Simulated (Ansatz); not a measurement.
Reaction (silylene formation by 1,1-elimination): `N[Si](O)(Cl)Cl` → `Cl[Si]Cl` + `NO`

Gas-phase electronic energies from Ansatz, PBE0-D4/def2-TZVP geometries. CCSD(T)/CBS is extrapolated from def2-TZVPP and def2-QZVPP, frozen cores. Functionals use def2-TZVPP. Each species was taken in one conformer, which may not be the lowest.

```tsv
level	ΔE (kJ/mol)	difference from CCSD(T)/CBS
B2PLYP	546.0	-22.3
PBE	504.9	-63.4
HF/def2-TZVPP	567.4	-0.9
MP2/def2-TZVPP	586.8	18.5
CCSD/def2-TZVPP	556.6	-11.7
HF/def2-QZVPP	569.6	1.3
MP2/def2-QZVPP	593.0	24.7
HF/CBS(def2)	570.0	1.7
MP2/CBS(def2)	596.3	28.0
CCSD/CBS(def2)	571.8	3.5
CCSD(T)/CBS	568.3	0
```

Largest T1 diagnostic among the species: 0.013.

From PBE to PBE0 (25 % exact exchange), in def2-TZVPP and without D4, ΔE moves by +34.6 kJ/mol. The D4 term adds +19.0 kJ/mol with B3LYP and +10.1 kJ/mol with PBE0; it sums over pairs of atoms, weighted by their polarisabilities, and B3LYP, whose exchange is more repulsive, gets the larger term.

B3LYP here is the variant with VWN-RPA as its local correlation; programs differ in this.
